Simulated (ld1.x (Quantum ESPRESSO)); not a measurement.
## Sn: one change to a TM potential, before and after

* Element: Sn (Z = 50)
* Generator: ld1.x (Quantum ESPRESSO) 7.5
* Type: norm-conserving Troullier–Martins (Kleinman–Bylander form)
* Functional: PBE
* Relativity: scalar-relativistic
* Frozen core: [Kr]
* Valence charge: 14
* Reference configuration: 4d10 5s2 5p2
* Partial waves: 5s (bound): rc 2.15 bohr; 5p (bound): rc 1.80 bohr; 4d (bound): rc 1.65 bohr
* Local potential: all-electron potential smoothed inside 1.65 bohr (lloc = -2)
* Core correction: Bessel-smoothed model core inside 1.15 bohr

Change: all radii but the core radius scaled by about 0.78 (s 1.66, p 1.40, d 1.28 bohr); local potential all-electron potential smoothed inside 1.28 bohr (lloc = -2).

Cutoffs: the cutoffs (Ry, on a coarse ladder) from which the occupation-weighted sum of valence levels, in a spherical-Bessel basis at the reference potential, stays within 10 and 1 mRy of its value at 400 Ry; they do not see the model core or the augmentation charge, which bear on the density cutoff. Errors are all-electron minus pseudo energies relative to the spin-unpolarised reference configuration.

Question: How do hardness, ghosts and transferability respond?

Answer: The potential gets harder (80 Ry and 140 Ry → 180 Ry and 260 Ry); a bound ghost appears in p, s, which as a rule spoils a file; of the 7 tests that both files solve, the error grows in 4 and shrinks in 1 by more than 15 % and 0.3 meV (median size 2.7 → 46.3 meV). A smaller radius makes the pseudo-wave follow the all-electron one further in, where it bends more sharply, so more plane waves are needed.

| quantity | base | changed |
| --- | --- | --- |
| cutoff, loose | 80 Ry | 180 Ry |
| cutoff, tight | 140 Ry | 260 Ry |
| loose cutoff by channel (10 mRy a level) | s 10 Ry, p 25 Ry, d 70 Ry | s 25 Ry, p 160 Ry, d 80 Ry |
| bound ghosts | none | p, s |
| error for 4d10 5s2 5p1, meV [ΔE 6.87 eV] | +1.3 | +1.4 |
| error for 4d10 5s2 5p0, meV [ΔE 20.83 eV] | +2.7 | -34 |
| error for 4d10 5s1 5p0, meV [ΔE 51.80 eV] | -1.9 | -46 |
| error for 4d10 5s0 5p0, meV [ΔE 92.92 eV] | -80 | -70 |
| error for 4d10 5s1 5p2, meV [ΔE 14.52 eV] | +6.0 | +2.4 |
| error for 4d10 5s0 5p4, meV [ΔE 14.19 eV] | -0.5 | -72 |
| error for 4d9 5s2 5p3, meV [ΔE 24.47 eV] | -55 | +137 |

 A true bound ghost makes a file unfit for plane-wave use even where its test errors are small: the radial tests pick states by their node count and pass the ghost by.
